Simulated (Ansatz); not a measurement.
Gas-phase reaction in SMILES: CCCCC=O + 6 [H][H] (H2) → 5 C (CH4) + O (H2O)
Structures are relaxed separately at B3LYP-D3(BJ)/def2-TZVP in Ansatz (a first-principles code), one conformer each, not searched for the lowest.

Property: energy of full hydrogenation (electronic energy difference), in kcal/mol. Valence correlation only, unless marked. No spin-orbit coupling. Non-relativistic. CBS marks a two-point X^-3 extrapolation of the correlation energy; Hartree-Fock from the larger set.

```
level                                program  energy of full hydrogenation (kcal/mol)
----------------------------  --------------  ---------------------------------------
BLYP-D4/def2-TZVPD            Ansatz + dftd4                                      [?]
B97M-V/def2-TZVPD                     Ansatz                                      [?]
PBE0/def2-SVP                         Ansatz                                   -116.5
BHLYP-D3(BJ)/def2-TZVPD       Ansatz + dftd3                                   -121.5
CCSD(T)/CBS(cc-pVTZ,cc-pVQZ)          Ansatz                                   -115.7
```

Problem. Complete the blanks.

Solution. 
- BLYP-D4/def2-TZVPD, energy of full hydrogenation (kcal/mol): -107.1
- B97M-V/def2-TZVPD, energy of full hydrogenation (kcal/mol): -121.2
